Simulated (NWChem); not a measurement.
SiH3O cation; SMILES [SiH2]=[OH+]

```xyz
5

O     -0.0699    -1.0436     0.0000
Si    -0.0048     0.5428     0.0000
H      0.6660    -1.6836     0.0000
H      1.2849     1.2527     0.0000
H     -1.3244     1.1801     0.0000
```
Atoms are numbered in this order, from 1.

The geometry was optimised at B3LYP/6-31G* (spherical d).

Symmetry labels are those of Cs in the frame above (b1 and b2, or b-type labels, depend on it).

Q: List the 6 lowest vertical singlet excitations and the 6 lowest triplet ones from B3LYP/6-31+G* (spherical d), full TDDFT (NWChem).

A: 
```json
[
 {"state": "S1", "energy (eV)": "5.92", "oscillator strength": "0.000", "symmetry": "a\"", "leading excitation (squared amplitude)": "HOMO → LUMO (1.00)"},
 {"state": "S2", "energy (eV)": "7.42", "oscillator strength": "0.068", "symmetry": "a'", "leading excitation (squared amplitude)": "HOMO−1 → LUMO (0.92)"},
 {"state": "S3", "energy (eV)": "7.44", "oscillator strength": "0.002", "symmetry": "a\"", "leading excitation (squared amplitude)": "HOMO−2 → LUMO (1.00)"},
 {"state": "S4", "energy (eV)": "8.82", "oscillator strength": "0.056", "symmetry": "a'", "leading excitation (squared amplitude)": "HOMO → LUMO+1 (0.84)"},
 {"state": "S5", "energy (eV)": "9.12", "oscillator strength": "0.023", "symmetry": "a\"", "leading excitation (squared amplitude)": "HOMO−1 → LUMO+1 (0.91)"},
 {"state": "S6", "energy (eV)": "10.00", "oscillator strength": "0.134", "symmetry": "a'", "leading excitation (squared amplitude)": "HOMO → LUMO+2 (0.70)"},
 {"state": "T1", "energy (eV)": "5.45", "oscillator strength": "spin-forbidden", "symmetry": "a\"", "leading excitation (squared amplitude)": "HOMO → LUMO (0.99)"},
 {"state": "T2", "energy (eV)": "5.68", "oscillator strength": "spin-forbidden", "symmetry": "a'", "leading excitation (squared amplitude)": "HOMO−1 → LUMO (0.99)"},
 {"state": "T3", "energy (eV)": "6.88", "oscillator strength": "spin-forbidden", "symmetry": "a\"", "leading excitation (squared amplitude)": "HOMO−2 → LUMO (0.99)"},
 {"state": "T4", "energy (eV)": "7.64", "oscillator strength": "spin-forbidden", "symmetry": "a'", "leading excitation (squared amplitude)": "HOMO → LUMO+1 (0.83)"},
 {"state": "T5", "energy (eV)": "8.40", "oscillator strength": "spin-forbidden", "symmetry": "a\"", "leading excitation (squared amplitude)": "HOMO−1 → LUMO+1 (0.89)"},
 {"state": "T6", "energy (eV)": "8.61", "oscillator strength": "spin-forbidden", "symmetry": "a'", "leading excitation (squared amplitude)": "HOMO → LUMO+2 (0.63)"}
]
```
